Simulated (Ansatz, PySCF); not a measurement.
Si(Cl)3(NH2) (Cl₃H₂NSi), SMILES N[Si](Cl)(Cl)Cl.

Coordinates come from a B3LYP-D3(BJ)/def2-SVP optimisation. The values are those of a single conformer.

Vertical ionisation energy (IE) and electron affinity (EA) in eV. Rows of orbital energies are one-electron estimates. Where ΔSCF, EOM or ADC give a negative EA the extra electron is unbound and the value depends on the basis.

| level | IE | EA |
|---|---|---|
| −ε(HOMO), −ε(LUMO), B3LYP/def2-TZVP (PySCF) | ___ | ___ |
| −ε(HOMO), −ε(LUMO), PBE/def2-TZVP (PySCF) | 6.87 | 1.10 |
| ΔSCF, CAM-B3LYP/def2-SVPD (Ansatz), final states of multiplicity 2 and 2 | 10.81 | -0.91 |
| ΔSCF, PBE/def2-SVPD (Ansatz), final states of multiplicity 2 and 2 | 10.07 | -0.56 |

Task: Some entries are withheld; supply them. (Estimate from the structure and the level; the computed values follow.)

Result: 
- −ε(HOMO), −ε(LUMO), B3LYP/def2-TZVP (PySCF), IE: 8.08
- −ε(HOMO), −ε(LUMO), B3LYP/def2-TZVP (PySCF), EA: 0.38

Task: What vertical singlet–triplet gap does ΔSCF give with CAM-B3LYP/def2-SVPD (Ansatz, a first-principles code) and with PBE/def2-SVPD (Ansatz)? (An estimate is asked for; the answer gives what the named calculation found.)

Result: 6.76 and 5.92 eV (triplet above singlet where positive).
